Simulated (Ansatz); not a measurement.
Input file for Ansatz (a program for electronic structure): R-B3LYP/def2-TZVPP on Br2Mg (SMILES [Br][Mg][Br]).

Ansatz 0.2 input:
```yaml
crystal:
  periodic: [false, false, false]
  atoms:
    - {symbol: Mg, position_ang: [0.00000120, -0.00000035, 0.00000961]}
    - {symbol: Br, position_ang: [2.32682769, -0.00357680, 0.00814485]}
    - {symbol: Br, position_ang: [-2.32682889, 0.00357715, -0.00815446]}
basis:
  gaussian:
    orbitals: def2-TZVPP
hamiltonian:
  xc: {name: B3LYP}
scf: {lower_state_search: off}
```

Program output:

```
WARN ansatz: RAYON_NUM_THREADS=4 ignored (pool sized by the plan → 4); use --threads N
Functional definition: B3LYP
these checks for a lower state are left out or cut short: stability, starts, cluster_reference, orbital_swaps, neighbouring_geometries, increment
integrals: 0.06 GiB planned
1114 factors; their error is unknown
mean field: 0.61 GiB planned
mean field evaluation 1: about -145541.4592 eV, gradient 1.9e1 eV
mean field evaluation 2: about -145540.8150 eV, gradient 2.6e1 eV
mean field evaluation 4: about -145542.7322 eV, gradient 2.9e-1 eV
mean field evaluation 8: about -145543.4410 eV, gradient 4.3e-1 eV
mean field evaluation 16: about -145543.4412 eV, gradient 1.3e-6 eV
mean field -145543.44117226 eV, -5348.6228101930 hartree, gradient 1.0e-6 eV, S^2 0.000000; 0 other end points of the search recorded, 0 dependent functions left out
reference -145543.44138972 eV, -5348.6228181843 hartree; 41, 41 occupied and 87, 87 virtual orbitals, 1114 factors
Total energy: -145543.44138972 eV, -5348.6228181843 hartree
Checks for a lower state left out: stability, starts, cluster_reference, orbital_swaps, neighbouring_geometries, increment
```

The run converged.

Cost: roughly 2.3 core-seconds.
